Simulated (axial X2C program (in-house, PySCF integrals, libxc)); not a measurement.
**Worked dissociation energy of ZrSi: PBE, without spin–orbit coupling**

Computed with an axial X2C code built on PySCF integrals. Spin-free means the one-electron spin-free X2C Hamiltonian. Basis: Zr dyall-cv3z [11s12p9d6f3g], Si dyall-v3z [8s7p2d1f] (cores contracted in-house); Gaussian nuclei, density fitting, unrestricted open shells. Masses: Zr 89.905 u, Si 27.977 u.

Molecular state: M_S = 2, Λ = 2 (beyond evenly filled blocks: σα, π+α, π-α, δ+α).

| Quantity | Value |
| --- | --- |
| E(Zr) (2M_S = 2, M_L = 0) | -3597.893526 hartree |
| E(Si) (2M_S = 2, M_L = 0) | -289.844811 hartree |
| E(ZrSi) at Re | -3887.855481 hartree |
| ωe | 349.0 cm⁻¹ |
| ωexe | 1.07 cm⁻¹ |

(1) Work out De and D0.

The state is one determinant whose occupation by symmetry is held fixed; it was picked as the lowest of a PBE0 search that is not exhaustive. Dissociation energies refer to the lowest single-determinant-based atoms at the same level and basis. Other states lie close and PBE0, whose exact exchange favours high spin, may order them wrongly; the determinant shown need not be the ground state. The nearest other spin-free determinant of the search, M_S = 1, Λ = 1, lies 0.37 eV up at the distance of the search. Without a current term, density functionals place determinants with orbital angular momentum somewhat too high. At some level and bond length an empty orbital lies below a filled one.

Each atomic determinant is the lowest at this level and need not be a pure term. Totals compare only within one Hamiltonian and basis.

Answers

(1) De = -3597.893526 + (-289.844811) − (-3887.855481) = 0.11714 hartree = 3.188 eV. The zero-point energy is ωe/2 − ωexe/4 = 174 cm⁻¹ = 0.022 eV, so D0 = 3.166 eV.
